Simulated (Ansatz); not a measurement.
Total energies of AsH2(tBu) (C₄H₁₁As) from Ansatz at PBE-D4/def2-TZVP, gas phase (1 Eh = 27.2114 eV = 2625.5 kJ/mol). The reference geometry is relaxed at PBE-D4/def2-SVP.

```tsv
state	geometry	energy (Eh)
charge 0 singlet	reference	-2394.41394
charge 1 doublet	reference	-2394.08676
free As atom (quartet)	–	-2235.47024
free H atom (doublet)	–	-0.49962
free C atom (triplet)	–	-37.79597
```

Work out the vertical ionisation energy to the doublet.

E(charge 1 doublet) − E(charge 0 singlet) = -2394.08676 − (-2394.41394) = 0.32718 Eh = 8.90 eV. For comparison, −ε of the highest occupied level is 5.95 eV at this level, 2.95 eV less.

What is the binding energy per atom against free atoms?

Atoms: 1 × (-2235.47024) + 11 × (-0.49962) + 4 × (-37.79597) = -2392.14994 Eh. Binding: -2392.14994 − (-2394.41394) = 2.26400 Eh = 61.61 eV, or 3.85 eV for each of 16 atoms (no zero-point energy, no counterpoise term).
